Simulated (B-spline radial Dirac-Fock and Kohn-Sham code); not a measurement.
**Atomic SCF run for Ba**

ΔSCF core binding energies without Breit or QED terms, calculated with a radial B-spline solver. Keys: rel is the Hamiltonian (dirac, or spin-free x2c and nr, where L3 and M5 stand for the whole 2p and 3d shells), method is hf or an exchange,correlation pair (spin-unpolarised, also for the hole states), nuc the nuclear model, radius_factor scales its radius, rmax is the box in bohr, h the logarithmic mesh step, order the B-spline order, points the quadrature points per cell, c_factor scales the speed of light, and damp, ndamp, maxit and tol steer the iteration. The run stops when the commutator error falls below 10·tol·max(1, Z/10), or the numerical noise floor, and the energy has settled to about 1e-8 Ha; the virial ratio is −V/T.

Input (task.json):

```json
{"items": [{"Z": 56, "q": 0, "cfg": [[1, 0, 2], [2, 0, 2], [2, 1, 6], [3, 0, 2], [3, 1, 6], [3, 2, 10], [4, 0, 2], [4, 1, 6], [4, 2, 10], [5, 0, 2], [5, 1, 6], [6, 0, 2]], "A": 138, "rrms": 4.8378, "do": "settings", "holes": ["K", "L3", "M5"],
  "settings": [{"rel": "dirac", "method": "hf", "nuc": "fermi", "radius_factor": 1.0, "rmax": 2.0, "h": 0.3, "order": 8, "points": 10, "c_factor": 1.0, "maxit": 94, "damp": 0.5, "ndamp": 3, "tol": 1e-08}]}]}
```

Command: `python xray2_run.py task.json out`

Ground-state iterations:

```
iter   energy (Ha)        error
   1    -8103.16107944  1.91e+00
   2    -8103.50484721  8.02e-02
   3    -8103.53869418  2.50e-02
   4    -8103.54143913  8.10e-03
   5    -8103.54165175  2.60e-03
   6    -8103.54169530  1.31e-04
   7    -8103.54169552  1.33e-05
   8    -8103.54169552  1.52e-06
   9    -8103.54169552  4.52e-08
```

The ground state converged in 9 iterations, with total energy -8103.54170 Ha, virial ratio 1.92239 and highest orbital energy 255.03 eV. ΔSCF binding energies: K (1s) 37485.2 eV, L3 (2p3/2) 5171.5 eV, M5 (3d5/2) 700.8 eV.

Question: One setting is unsound. Which, and why?

Answer: rmax squeezes the outer orbitals. With the default settings (Dirac Hartree-Fock): The ground state converged in 12 iterations, with total energy -8135.65010 Ha, virial ratio 1.93681 and highest orbital energy -4.44 eV. ΔSCF binding energies: K (1s) 37586.0 eV, L3 (2p3/2) 5266.4 eV, M5 (3d5/2) 789.9 eV.
